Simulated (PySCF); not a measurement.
## Two-component Hartree-Fock for Sm³²⁺ (samarium, charge +32)

Start: [Ar] 3d10 4s2. Calculated with PySCF 2.14 in an even-tempered Gaussian basis (17 s from 3.1 bohr⁻², ratio 2.8; 13 p from 4.1 bohr⁻², ratio 2.8; 8 d from 7.2 bohr⁻², ratio 2.8; 4 f from 17 bohr⁻², ratio 3): generalised Hartree-Fock with the X2C-1e Hamiltonian and a Gaussian nucleus; one run each with spin-orbit coupling (SO) switched off, then screened by Boettger's factors.

```
spinor shell  electrons  ε, spin-free (eV)  ε, screened SO (eV)  weight of nominal j (screened SO)  rms radius, screened SO (bohr)
       1s1/2          2           -48308.1             -48300.8                              1.000                          0.0259
       2s1/2          2            -9021.0              -9018.9                              1.000                           0.105
       2p1/2          2            -8175.5              -8601.2                              1.000                          0.0898
       2p3/2          4            -8175.5              -7991.8                              1.000                          0.0959
       3s1/2          2            -2904.4              -2903.9                              1.000                           0.268
       3p1/2          2            -2631.9              -2723.3                              1.000                           0.259
       3d3/2          4            -2275.9              -2292.7                              1.000                           0.241
       3d5/2          6            -2275.9              -2264.4                              1.000                           0.244
       4s1/2          2            -1323.4              -1323.3                              1.000                           0.572
```

Problem. Where does 3p3/2 lie, and what is the 3p spin-orbit splitting (screened SO)?

Solution. At -2592.2 eV, 131.14 eV above 3p1/2.

```tsv
quantity	spin-free	screened SO
E (hartree)	-9861.73679	-9867.48918
M_J	0	0
⟨J²⟩	0.000	0.000
⟨L²⟩	0.000	0.028
⟨S²⟩	0.000	0.028
```

Breit and QED terms are absent; they matter most for the inner s and p1/2 levels.

Densities and radii are taken from the X2C orbitals without a picture-change correction, which distorts them close to the nucleus.

Without spin-orbit coupling the j labels of p, d and f shells carry no meaning; the spin-free column gives the mean over the occupied spinors of each nl shell.
